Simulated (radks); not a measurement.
Task: Spherical quantum dot in the effective-mass picture: electrons in a hard-walled sphere of radius 1.66, with a point charge +2 (a donor) at the centre, all in effective atomic units (hartree* = m*/eps^2 hartree, bohr* = eps/m* bohr), one dielectric constant everywhere. Calculated with a radial shooting solver with Libxc functionals: non-relativistic Kohn-Sham, r2SCAN, spin-polarised, spherical densities, generalised Kohn-Sham scheme. Levels are named by radial order and angular momentum (1s, 1p, 1d, 2s, ...), and open shells are averaged over m. At N = 15 the configuration is 1s2 1p6 1d(up 5, down 1) 2s(up 1, down 0). Does electron 16 go into 1d down or 1f up or 2s down?

Result: Into 1d down. The total energies of the other choices lie higher by 0.432 hartree* (2s down), 2.41 hartree* (1f up). A rearrangement to 1s2 1p6 1d(up 5, down 3) is lower still, by 0.0326 hartree*.
